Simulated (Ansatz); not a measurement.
Species: GeO2, SMILES `[O]=[Ge]=[O]` (charge 0, multiplicity 1), formula GeO2.

Q: How many basis functions does frozen-core CCSD(T)/cc-pVTZ // B3LYP-D3(BJ)/def2-TZVP run with Ansatz (a quantum-chemistry and plane-wave program) use, how many core orbitals are frozen, and how many electrons are correlated?

A: 103 basis functions and 11 frozen orbitals, which leaves 26 correlated electrons (filled d shells below the valence shell are correlated). Core time is of the order of seconds.
